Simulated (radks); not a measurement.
Nb III, 39 electrons, occupied as [Kr] 4d3. All-electron calculation, Dirac Kohn-Sham, PBE, spin-unpolarised, spherical densities, finite nucleus; open shells fill j = l - 1/2 first; Fermi nuclear charge, rms radius 4.324 fm. Program: a radial shooting solver on a logarithmic mesh with Libxc functionals. Some entries of the table are withheld. Estimate them.

orbital,occ.,eigenvalue (hartree),<1/r> (bohr^-1)
1s1/2,2,(1),42.40
2s1/2,2,-97.26300,9.626
2p1/2,2,-89.31219,9.601
2p3/2,4,-85.79238,9.164
3s1/2,2,-16.76726,(2)
3p1/2,2,(3),3.172
3p3/2,4,(4),3.067
3d3/2,4,-7.91822,2.871
3d5/2,6,-7.81208,2.844
4s1/2,2,-2.78429,1.179
4p1/2,2,-1.95583,(5)
4p3/2,4,-1.87765,(6)
4d3/2,3,-0.70400,0.7172
4d5/2,0,-0.69668,0.7107

Answer. 
(1) 1s1/2 eigenvalue (hartree): -691.5091
(2) 3s1/2 <1/r> (bohr^-1): 3.275
(3) 3p1/2 eigenvalue (hartree): -13.77358
(4) 3p3/2 eigenvalue (hartree): -13.20344
(5) 4p1/2 <1/r> (bohr^-1): 1.058
(6) 4p3/2 <1/r> (bohr^-1): 1.029
